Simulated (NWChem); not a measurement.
System: CH5BrSn; SMILES [CH3][SnH2][Br]

Input file for NWChem:

```
start job
memory heap 200 mb stack 900 mb global 1100 mb
geometry units angstroms noautoz
  Sn     0.327023    -0.786511    -0.000421
  C     -1.587849    -1.743842    -0.000831
  Br    -0.108194     1.686708     0.000022
  H      1.236047    -1.100764    -1.416989
  H      1.235802    -1.101280     1.416178
  H     -2.147379    -1.444749     0.895802
  H     -1.459446    -2.836070    -0.003303
  H     -2.148811    -1.440913    -0.895287
end
basis spherical
  Sn library def2-svp
  C library def2-svp
  Br library def2-svp
  H library def2-svp
end
ecp
  Sn library def2-ecp
end
dft
  xc b3lyp
  iterations 150
  mulliken
end
task dft energy
```

Parts of the log:

```
             Northwest Computational Chemistry Package (NWChem) 7.3.0
             --------------------------------------------------------

 CS  symmetry detected

                             Geometry "geometry" -> ""
                             -------------------------

 Output coordinates in angstroms (scale by  1.889725989 to convert to a.u.)

  No.       Tag          Charge          X              Y              Z
 ---- ---------------- ---------- -------------- -------------- --------------
    1 Sn                  50.0000     0.31733935    -0.80522273     0.00000000
    2 C                    6.0000    -1.61191953    -1.73321937     0.00000000
    3 Br                  35.0000    -0.08008307     1.67435015     0.00000000
    4 H                    1.0000     1.22133524    -1.13356788    -1.41658353
    5 H                    1.0000     1.22133524    -1.13356788     1.41658353
    6 H                    1.0000    -2.16750642    -1.42369327     0.89554478
    7 H                    1.0000    -1.50020030    -2.82728020     0.00000000
    8 H                    1.0000    -2.16750642    -1.42369327    -0.89554478

 Effective nuclear repulsion energy (a.u.)     569.8392856209

      Symmetry information
      --------------------

 Group name             Cs
 Group number              2
 Group order               2
 No. of unique centers     6

                                 NWChem DFT Module
                                 -----------------

 Summary of "ao basis" -> "ao basis" (spherical)
 ------------------------------------------------------------------------------
       Tag                 Description            Shells   Functions and Types
 ---------------- ------------------------------  ------  ---------------------
 Sn                         def2-svp                10       26   4s4p2d
 C                          def2-svp                 6       14   3s2p1d
 Br                         def2-svp                12       32   5s4p3d
 H                          def2-svp                 3        5   2s1p

      Symmetry analysis of basis
      --------------------------

        a'         64
        a"         33

            General Information
            -------------------
          SCF calculation type: DFT
          Wavefunction type:  closed shell.
          No. of atoms     :     8
          No. of electrons :    68
           Alpha electrons :    34
            Beta electrons :    34
          Charge           :     0
          Spin multiplicity:     1
          Use of symmetry is: on ; symmetry adaption is: on
          Maximum number of iterations: 150
          AO basis - number of functions:    97
                     number of shells:    43
          Convergence on energy requested:  1.00D-06
          Convergence on density requested:  1.00D-05
          Convergence on gradient requested:  5.00D-04

              XC Information
              --------------
                         B3LYP Method XC Potential
                     Hartree-Fock (Exact) Exchange  0.200
                        Slater Exchange Functional  0.800 local
                    Becke 1988 Exchange Functional  0.720 non-local
              Lee-Yang-Parr Correlation Functional  0.810
                  VWN I RPA Correlation Functional  0.190 local

             Grid Information
             ----------------
          Grid used for XC integration:  medium
          Radial quadrature: Mura-Knowles
          Angular quadrature: Lebedev.
          Tag              B.-S. Rad. Rad. Pts. Rad. Cut. Ang. Pts.
          ---              ---------- --------- --------- ---------
          Sn                  1.45      123           9.0       590
          C                   0.70       49          10.0       434
          Br                  1.15      112          12.0       590
          H                   0.35       45          12.0       434
          Grid pruning is: on
          Number of quadrature shells:   419
          Spatial weights used:  Erf1

      Superposition of Atomic Density Guess
      -------------------------------------

 Sum of atomic energies:       -2861.30275710

      Non-variational initial energy
      ------------------------------

 Total energy =   -2826.413326
 1-e energy   =   -4585.253690
 2-e energy   =    1470.719132
 HOMO         =      -0.342398
 LUMO         =       0.023661

      Symmetry analysis of molecular orbitals - initial
      -------------------------------------------------

  Numbering of irreducible representations:

     1 a'          2 a"

  Orbital symmetries:

     1 a'          2 a'          3 a'          4 a"          5 a'
     6 a'          7 a'          8 a'          9 a"         10 a'
    11 a'         12 a'         13 a"         14 a'         15 a'
    16 a'         17 a"         18 a'         19 a"         20 a'
    21 a"         22 a'         23 a'         24 a"         25 a'
    26 a'         27 a'         28 a"         29 a'         30 a'
    31 a"         32 a'         33 a"         34 a'         35 a'
    36 a'         37 a'         38 a"         39 a'         40 a'
    41 a"         42 a'         43 a"         44 a'

     ---------------------------------------------
      Total Density - Mulliken Population Analysis
     ---------------------------------------------

    Atom       Charge   Shell Charges
 -----------   ------   -------------------------------------------------------
    1 Sn  22    21.01   1.60  0.42  0.93  0.29  3.25  2.75  1.10  0.56  9.75  0.37
    2 C    6     6.61   1.99  0.96  0.31  2.07  1.27  0.01
    3 Br  35    35.54   2.00  2.00  2.00  1.37  0.59  6.00  5.99  2.41  3.18  8.23  1.73  0.05
    4 H    1     1.11   0.65  0.45  0.01
    5 H    1     1.11   0.65  0.45  0.01
    6 H    1     0.87   0.66  0.19  0.03
    7 H    1     0.87   0.65  0.19  0.03
    8 H    1     0.87   0.66  0.19  0.03

   convergence    iter        energy       DeltaE   RMS-Dens  Diis-err
 ---------------- ----- ----------------- --------- --------- ---------
 d= 0,ls=0.0,diis     1  -2829.3108058836 -3.12D+03  1.16D-02  3.33D-01
 d= 0,ls=0.0,diis     2  -2829.3183505483 -7.54D-03  6.26D-03  2.65D-01
 d= 0,ls=0.0,diis     3  -2829.3515189409 -3.32D-02  1.41D-03  1.73D-02
 d= 0,ls=0.0,diis     4  -2829.3538090360 -2.29D-03  1.96D-04  1.28D-04
 d= 0,ls=0.0,diis     5  -2829.3538236349 -1.46D-05  5.76D-05  4.20D-05
  Resetting Diis
 d= 0,ls=0.0,diis     6  -2829.3538284780 -4.84D-06  1.15D-05  6.52D-07
 d= 0,ls=0.0,diis     7  -2829.3538285577 -7.96D-08  9.14D-06  2.53D-07

         Total DFT energy =    -2829.353828557663
      One electron energy =    -4587.918715580421
           Coulomb energy =     1587.226426414671
    Exchange-Corr. energy =     -116.782771834275
 Nuclear repulsion energy =      288.121232442362

 Numeric. integr. density =       68.000031903658

                  Occupations of the irreducible representations
                  ----------------------------------------------

                     irrep           alpha         beta
                     --------     --------     --------
                     a'               24.0         24.0
                     a"               10.0         10.0

                       DFT Final Molecular Orbital Analysis
                       ------------------------------------

 Vector   32  Occ=2.000000D+00  E=-3.235459D-01  Symmetry=a'
              MO Center= -5.6D-01, -3.0D-01, -1.5D-12, r^2= 4.4D+00
   Bfn.  Coefficient  Atom+Function         Bfn.  Coefficient  Atom+Function
  ----- ------------  ---------------      ----- ------------  ---------------
    30      0.304939  2 C  px                53      0.247073  3 Br py
    56      0.247628  3 Br py                11     -0.237597  1 Sn px
    12     -0.232794  1 Sn py                55     -0.203510  3 Br px
    52     -0.195936  3 Br px                31      0.164537  2 C  py
    33      0.164266  2 C  px                50     -0.164427  3 Br py

 Vector   33  Occ=2.000000D+00  E=-2.753135D-01  Symmetry=a"
              MO Center=  4.3D-02,  1.4D+00, -6.9D-11, r^2= 2.5D+00
   Bfn.  Coefficient  Atom+Function         Bfn.  Coefficient  Atom+Function
  ----- ------------  ---------------      ----- ------------  ---------------
    57      0.580476  3 Br pz                54      0.507032  3 Br pz
    51     -0.338193  3 Br pz                74      0.130929  4 H  s
    79     -0.130929  5 H  s                 73      0.119249  4 H  s
    78     -0.119249  5 H  s                 48      0.109915  3 Br pz
    13     -0.077397  1 Sn pz                18     -0.063228  1 Sn d -1

 Vector   34  Occ=2.000000D+00  E=-2.740271D-01  Symmetry=a'
              MO Center= -1.6D-01,  1.2D+00,  6.9D-11, r^2= 3.1D+00
   Bfn.  Coefficient  Atom+Function         Bfn.  Coefficient  Atom+Function
  ----- ------------  ---------------      ----- ------------  ---------------
    55      0.557693  3 Br px                52      0.483955  3 Br px
    49     -0.323061  3 Br px                30      0.152694  2 C  px
    29      0.118210  2 C  s                 56      0.107452  3 Br py
    33      0.105303  2 C  px                46      0.104998  3 Br px
    11     -0.103533  1 Sn px                53      0.092634  3 Br py

 Vector   35  Occ=0.000000D+00  E=-2.996612D-02  Symmetry=a'
              MO Center=  2.9D-01, -2.3D-01,  6.2D-13, r^2= 4.8D+00
   Bfn.  Coefficient  Atom+Function         Bfn.  Coefficient  Atom+Function
  ----- ------------  ---------------      ----- ------------  ---------------
    15      0.719804  1 Sn py                 3      0.648545  1 Sn s
    56      0.588207  3 Br py                45     -0.398449  3 Br s
    12      0.387705  1 Sn py                 4      0.361408  1 Sn s
    53      0.274651  3 Br py                44     -0.229134  3 Br s
     2     -0.206443  1 Sn s                 74     -0.189971  4 H  s

 Vector   36  Occ=0.000000D+00  E= 5.663910D-03  Symmetry=a'
              MO Center=  7.0D-02, -1.5D+00, -2.4D-13, r^2= 5.0D+00
   Bfn.  Coefficient  Atom+Function         Bfn.  Coefficient  Atom+Function
  ----- ------------  ---------------      ----- ------------  ---------------
    29      1.227101  2 C  s                  4     -0.909762  1 Sn s
    15      0.732165  1 Sn py                 3     -0.528264  1 Sn s
    74      0.515765  4 H  s                 79      0.515765  5 H  s
    33      0.344448  2 C  px                14      0.304243  1 Sn px
    84     -0.288391  6 H  s                 94     -0.288391  8 H  s

 Vector   37  Occ=0.000000D+00  E= 2.920561D-02  Symmetry=a'
              MO Center=  3.4D-01, -8.6D-01, -2.2D-13, r^2= 5.7D+00
   Bfn.  Coefficient  Atom+Function         Bfn.  Coefficient  Atom+Function
  ----- ------------  ---------------      ----- ------------  ---------------
    14      1.181962  1 Sn px                29      1.159048  2 C  s
    74     -0.748492  4 H  s                 79     -0.748492  5 H  s
     3      0.504102  1 Sn s                 11      0.332340  1 Sn px
    89     -0.320500  7 H  s                 84     -0.284991  6 H  s
    94     -0.284991  8 H  s                 55     -0.211744  3 Br px

     ---------------------------------------------
      Total Density - Mulliken Population Analysis
     ---------------------------------------------

    Atom       Charge   Shell Charges
 -----------   ------   -------------------------------------------------------
    1 Sn  22    21.46   1.60  0.42  1.12  0.15  3.24  2.77  1.45  0.52  9.71  0.47
    2 C    6     6.24   1.99  0.90  0.24  2.09  1.00  0.02
    3 Br  35    35.31   2.00  2.00  1.99  1.45  0.52  6.00  5.98  2.36  3.00  8.19  1.75  0.08
    4 H    1     1.09   0.69  0.39  0.01
    5 H    1     1.09   0.69  0.39  0.01
    6 H    1     0.94   0.73  0.18  0.03
    7 H    1     0.95   0.73  0.19  0.03
    8 H    1     0.94   0.73  0.18  0.03

     -------------------------------------------
      Total Density - Lowdin Population Analysis
     -------------------------------------------

    Atom       Charge   Shell Charges
 -----------   ------   -------------------------------------------------------
    1 Sn  22    21.55   1.18  0.77  0.74  0.40  3.01  2.86  1.39  0.88  9.44  0.88
    2 C    6     6.24   1.96  0.59  0.34  1.86  1.44  0.04
    3 Br  35    35.15   2.00  2.00  1.96  1.15  0.74  5.99  5.81  2.46  3.02  7.84  2.04  0.15
    4 H    1     1.09   0.61  0.46  0.03
    5 H    1     1.09   0.61  0.46  0.03
    6 H    1     0.96   0.63  0.26  0.07
    7 H    1     0.96   0.63  0.26  0.07
    8 H    1     0.96   0.63  0.26  0.07

     Multipole analysis of the density
     ---------------------------------

     L   x y z        total         alpha         beta         nuclear
     -   - - -        -----         -----         ----         -------
     0   0 0 0      0.000000    -34.000000    -34.000000     68.000000

     1   1 0 0     -0.168877      8.311143      8.311143    -16.791164
     1   0 1 0     -1.109215    -21.857712    -21.857712     42.606209
     1   0 0 1     -0.000000     -0.000000     -0.000000      0.000000

     2   2 0 0    -37.937079    -77.283583    -77.283583    116.630087
     2   1 1 0      0.468494    -24.928293    -24.928293     50.325080
     2   1 0 1      0.000000      0.000000      0.000000      0.000000
     2   0 2 0    -38.074603   -277.987141   -277.987141    517.899680
     2   0 1 1     -0.000000     -0.000000     -0.000000      0.000000
     2   0 0 2    -38.609005    -29.334584    -29.334584     20.060163
```

Level: B3LYP/def2-SVP with def2 effective core potentials on Sn. The geometry was optimised at PBE0/def2-SVP. def2 effective core potentials on Sn; no spin-orbit coupling.
